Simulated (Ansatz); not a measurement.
Consider the formal hydrolysis of the Si–Cl bond: `N[SiH](N)Cl` + H₂O → `N[SiH](N)O` + HCl.

Program: Ansatz. Geometries: PBE0-D4/def2-TZVP. ΔE: electronic, gas phase. CCSD(T)/CBS is the MP2 limit (def2-TZVPP, def2-QZVPP) plus CCSD(T) − MP2 in def2-TZVPP, frozen cores. This one scheme is used for every species. Functionals use def2-TZVPP. HSE06 is defined as in plane-wave codes. Each species was taken in one conformer, which may not be the lowest.

```json
{"level": "revPBE-D4", "ΔE (kJ/mol)": "9.3", "difference from CCSD(T)/CBS": "6.1"}
{"level": "BLYP-D4", "ΔE (kJ/mol)": "1.3", "difference from CCSD(T)/CBS": "-1.9"}
{"level": "r2SCAN-D4", "ΔE (kJ/mol)": "2.8", "difference from CCSD(T)/CBS": "-0.4"}
{"level": "r2SCANh-D4", "ΔE (kJ/mol)": "3.1", "difference from CCSD(T)/CBS": "-0.1"}
{"level": "HSE06-D4", "ΔE (kJ/mol)": "7.9", "difference from CCSD(T)/CBS": "4.7"}
{"level": "BHLYP-D4", "ΔE (kJ/mol)": "0.2", "difference from CCSD(T)/CBS": "-3.0"}
{"level": "ωB97M-V", "ΔE (kJ/mol)": "1.8", "difference from CCSD(T)/CBS": "-1.4"}
{"level": "PBE-QIDH", "ΔE (kJ/mol)": "4.2", "difference from CCSD(T)/CBS": "1.0"}
{"level": "revPBE", "ΔE (kJ/mol)": "7.6", "difference from CCSD(T)/CBS": "4.4"}
{"level": "BHLYP", "ΔE (kJ/mol)": "-3.3", "difference from CCSD(T)/CBS": "-6.5"}
{"level": "LC-ωPBE", "ΔE (kJ/mol)": "2.0", "difference from CCSD(T)/CBS": "-1.2"}
{"level": "CCSD/def2-SVP", "ΔE (kJ/mol)": "0.0", "difference from CCSD(T)/CBS": "-3.2"}
{"level": "CCSD(T)/def2-SVP", "ΔE (kJ/mol)": "0.0", "difference from CCSD(T)/CBS": "-3.2"}
{"level": "HF/def2-TZVPP", "ΔE (kJ/mol)": "-4.2", "difference from CCSD(T)/CBS": "-7.4"}
{"level": "MP2/def2-QZVPP", "ΔE (kJ/mol)": "5.1", "difference from CCSD(T)/CBS": "1.9"}
{"level": "CCSD/CBS(def2)", "ΔE (kJ/mol)": "2.2", "difference from CCSD(T)/CBS": "-1.0"}
{"level": "CCSD(T)/CBS", "ΔE (kJ/mol)": "3.2", "difference from CCSD(T)/CBS": "0"}
```

Largest T1 diagnostic among the species: 0.010.

The D4 term adds +3.1 kJ/mol with B3LYP and +1.6 kJ/mol with PBE0; it sums over pairs of atoms, weighted by their polarisabilities, and B3LYP, whose exchange is more repulsive, gets the larger term. Leaving LDA and LC-ωPBE aside and taking each functional with its dispersion term where it has one, the values, not all of them listed here, spread over 12.9 kJ/mol, from CAM-B3LYP-D4 to revPBE-D4. LDA lies −5.5 kJ/mol from PBE without D4. At CCSD(T), def2-SVP lies −3.2 kJ/mol from the extrapolated value and def2-TZVPP −6.2 kJ/mol.

B3LYP here is the variant with VWN-RPA as its local correlation; programs differ in this.
